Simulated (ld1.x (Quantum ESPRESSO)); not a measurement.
Sn (Z = 50): TM pseudisation with PBE, scalar-relativistic reference atom.

ld1.x (Quantum ESPRESSO) 7.5 was run on this input:

```
&input
   title='Sn', zed=50., rel=1, dft='PBE', iswitch=3,
   config='[Kr] 4d10 5s2 5p2 5d-2',
   nld=3, rlderiv=3.05, eminld=-3.0, emaxld=5.0, deld=0.02
 /
 &inputp
   pseudotype=2, tm=.true., lloc=2,
   nlcc=.true., rcore=1.75,
   file_pseudopw='Sn.UPF', file_wfcaegen='ae.wfc', file_wfcncgen='nc.wfc', file_beta='beta', file_chi='chi'
 /
3
5S  1  0   2.00   0.00  1.70  1.70  0.0
5P  2  1   2.00   0.00  2.60  2.60  0.0
5D  3  2  -2.00   0.20  2.80  2.80  0.0
 &test
   configts(1)='5s2 5p2'
 /
```

Command:

```bash
ld1.x < Sn.in > Sn.out
```

The program printed (shortened: banner, matrices, multipoles, cross overlaps and the repeated all-electron block are left out):

```
Program LD1 v.7.5
     --------------------------- All-electron run ----------------------------

     Sn
     scalar relativistic calculation

     atomic number is 50.00
     dft =PBE   lsd =0 sic =0 latt =0  beta=0.20 tr2=1.0E-14
     Exchange-correlation= PBE
                           (   1   4   3   4   0   0   0)
     mesh =1243 r(mesh) = 100.78374 a.u. xmin = -7.00 dx = 0.01250
     1 Ry =  13.60569312 eV, c = 137.03599908

     n l     nl                  e(Ry)          e(Ha)          e(eV)
     1 0     1S 1( 2.00)     -2132.5094     -1066.2547    -29014.2686
     2 0     2S 1( 2.00)      -321.9321      -160.9660     -4380.1088
     2 1     2P 1( 6.00)      -288.9932      -144.4966     -3931.9523
     3 0     3S 1( 2.00)       -62.1247       -31.0624      -845.2497
     3 1     3P 1( 6.00)       -51.3616       -25.6808      -698.8107
     4 0     4S 1( 2.00)        -9.8437        -4.9218      -133.9301
     4 1     4P 1( 6.00)        -6.5928        -3.2964       -89.7001
     3 2     3D 1(10.00)       -34.7961       -17.3980      -473.4246
     4 2     4D 1(10.00)        -1.8991        -0.9496       -25.8391
     5 0     5S 1( 2.00)        -0.7753        -0.3877       -10.5488
     5 1     5P 1( 2.00)        -0.2715        -0.1358        -3.6941

     final scf error:  8.2E-15 reached in  31 iterations

     Etot =  -12354.410875 Ry,   -6177.205437 Ha, -168090.323077 eV

     Ekin =   12899.149735 Ry,    6449.574868 Ha,  175501.872843 eV
     Encl =  -29875.374000 Ry,  -14937.687000 Ha, -406475.170578 eV
     Eh   =    4951.344976 Ry,    2475.672488 Ha,   67366.480290 eV
     Exc  =    -329.531586 Ry,    -164.765793 Ha,   -4483.505633 eV

     normalization and overlap integrals

     s(1S/1S) =  1.000000  <r> =   0.0291  <r2> =    0.0011  r(max) =   0.0188
     s(2S/2S) =  1.000000  <r> =   0.1255  <r2> =    0.0186  r(max) =   0.1054
     s(2P/2P) =  1.000000  <r> =   0.1096  <r2> =    0.0147  r(max) =   0.0853
     s(3S/3S) =  1.000000  <r> =   0.3393  <r2> =    0.1317  r(max) =   0.3090
     s(3P/3P) =  1.000000  <r> =   0.3377  <r2> =    0.1323  r(max) =   0.3013
     s(4S/4S) =  1.000000  <r> =   0.8186  <r2> =    0.7582  r(max) =   0.7412
     s(4P/4P) =  1.000000  <r> =   0.8859  <r2> =    0.8969  r(max) =   0.7890
     s(3D/3D) =  1.000000  <r> =   0.3146  <r2> =    0.1175  r(max) =   0.2498
     s(4D/4D) =  1.000000  <r> =   1.0991  <r2> =    1.4383  r(max) =   0.8829
     s(5S/5S) =  1.000000  <r> =   2.3966  <r2> =    6.5684  r(max) =   2.0147
     s(5P/5P) =  1.000000  <r> =   3.2510  <r2> =   12.4120  r(max) =   2.5548

     ------------------------ End of All-electron run ------------------------

     --------------------- Generating NC pseudopotential ---------------------

      Generating local pot.: lloc=2, matching radius rcloc =   2.8000

      Computing core charge for nlcc:

       r > 1.76 : true rho core
       r < 1.76 : rho core = a sin(br)/r    a=   3.62  b=   1.54

      Integrated core pseudo-charge :   5.38

      Wfc   5S  rcut= 1.713  Using Troullier-Martins method

      Wfc   5P  rcut= 2.619  Using Troullier-Martins method

     ------------------- End of pseudopotential generation -------------------

     Computing logarithmic derivative in   3.06255
     Computing logarithmic derivative in   3.06255
     Computing the partial wave expansion
     R is outside the sphere for l=    0 j= 0.00
     R is outside the sphere for l=    1 j= 0.00
       no projector for channel:   2

     ---------------------- Testing the pseudopotential ----------------------

     Sn
     scalar relativistic calculation

     atomic number is 50.00   valence charge is  4.00
     dft =PBE   lsd =0 sic =0 latt =0  beta=0.20 tr2=1.0E-14
     mesh =1243 r(mesh) = 100.78374 xmin = -7.00 dx = 0.01250

     n l     nl             e AE (Ry)        e PS (Ry)    De AE-PS (Ry)
     1 0     5S   1( 2.00)       -0.77532       -0.77532        0.00000
     2 1     5P   1( 2.00)       -0.27151       -0.27151        0.00000

     eps = 5.2E-17  iter =  4

     Etot =  -12354.410875 Ry,   -6177.205437 Ha, -168090.323077 eV
     Etotps =   -12.004664 Ry,      -6.002332 Ha,    -163.331781 eV

     Ekin =       2.062431 Ry,       1.031216 Ha,      28.060805 eV
     Encl =     -11.274626 Ry,      -5.637313 Ha,    -153.399099 eV
     Ehrt =       5.145153 Ry,       2.572576 Ha,      70.003369 eV
     Ecxc =      -7.489932 Ry,      -3.744966 Ha,    -101.905717 eV
     (Ecc =      -5.105019 Ry,      -2.552510 Ha,     -69.457325 eV)
     Epseu=      -0.447690 Ry,      -0.223845 Ha,      -6.091139 eV

     ---------------------- End of pseudopotential test ----------------------
```

Note: ghost states, extra bound levels that the all-electron valence spectrum of the same l lacks: s at -351.4 eV, p at -43.9 eV. A true bound ghost makes a file unfit for plane-wave use.

Generation and configuration tests took about 1.5 s on one core of a shared server CPU.
